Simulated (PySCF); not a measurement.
## Dipole moment and polarisability of `[SiH3][N]([GeH3])C1CCC1`

Species: C4H13GeNSi.
Cartesian coordinates in Å at the PBE0-D3(BJ)/def2-SVP level; atoms count from 1:
```xyz
20
C4H13GeNSi angstrom
Si     1.1756    1.5109    1.5489
N      0.9922   -0.0302    0.7581
Ge     2.4122   -1.1485    0.3777
C     -0.2968   -0.4690    0.2649
C     -0.8412    0.0325   -1.0925
C     -2.2523   -0.0165   -0.4775
C     -1.6007    0.0345    0.9175
H      0.5099    1.5684    2.8900
H      0.6115    2.6416    0.7410
H      2.6394    1.7348    1.7346
H      2.6823   -1.1948   -1.1425
H      2.0286   -2.5668    0.8491
H      3.6512   -0.6290    1.1209
H     -0.3277   -1.5749    0.2638
H     -0.5179    1.0701   -1.2702
H     -0.6293   -0.5641   -1.9927
H     -2.9542    0.7875   -0.7404
H     -2.7468   -0.9827   -0.6603
H     -2.0302   -0.5574    1.7395
H     -1.5019    1.0783    1.2590
```

Level: wB97X-D/def2-SVPD (PySCF), static field, nuclei fixed, core orbitals frozen in the response. The polarisability tensor in these axes (au):

```
x   120.46  -3.12   4.29
y    -3.12 106.11   6.42
z     4.29   6.42 103.43
```

Question: Give the principal values, the mean and the anisotropy Δα = √{½[(α1 − α2)² + (α2 − α3)² + (α1 − α3)²]}.

Answer: Principal values 97.01, 111.32 and 121.67 au; mean 110.00 au = 16.30 Å³ = 18.14 × 10⁻⁴⁰ C²·m²/J; Δα = 21.44 au (19 % of the mean).

Question: What is the dipole moment, and where does it point?

Answer: (-0.50, -0.64, -0.44) D, 0.92 D in size, pointing from the negative to the positive side. Measured along this direction, the outermost atoms are H10 at the negative end and H18 at the positive end.

Question: Traceless (Buckingham) quadrupole moment about the centre of nuclear charge: eigenvalues?

Answer: -2.25, -0.46, 2.71 D·Å. The values depend on the origin, since the dipole doesn't vanish. The electronic extent ⟨r²⟩ about the same centre is 1663 bohr², a root-mean-square distance of 2.27 Å for the 90 electrons.

Question: In a dilute gas of rigid molecules at 273 K, how does the orientational term μ²/3kT compare with the electronic polarisability?

Answer: In Gaussian units μ²/3kT = 7.50 Å³ against 16.30 Å³, a ratio of 0.46; the Debye molar polarisation (4π/3)N_A(α + μ²/3kT) is 60.0 cm³/mol, leaving out the vibrational part.

Question: In TDDFT the mean static polarisability is Σ f/ω² over all singlet excitations (ω in hartree). How much of it do the 10 lowest give? Their energies (eV) and oscillator strengths: 5.94, 0.0033; 6.47, 0.0278; 6.78, 0.0103; 7.03, 0.0101; 7.22, 0.0010; 7.25, 0.0012; 7.65, 0.0042; 7.80, 0.0083; 8.00, 0.0067; 8.06, 0.0581.

Answer: They add up to 1.81 au, 1.6 % of the 110.00 au; the largest single term is 0.66 au, from the state at 8.06 eV. Terms in order: 0.07, 0.49, 0.16, 0.15, 0.01, 0.02, 0.05, 0.10, 0.08, 0.66 au. Higher excitations give the rest. The strengths listed sum to 0.131.

Question: Find the Langevin capture rate constant for H3+ (3.023 u) meeting this molecule (177.003 u), k = 2.342 × 10⁻⁹ cm³/s × √(α in Å³ / reduced mass in u).

Answer: The reduced mass is 2.97 u, so k = 5.48 × 10⁻⁹ cm³/s. The formula leaves out the permanent dipole, which adds to the capture rate.

Isolated species at its PBE0-D3(BJ)/def2-SVP geometry (one conformer only). The calculation is non-relativistic, for germanium too.
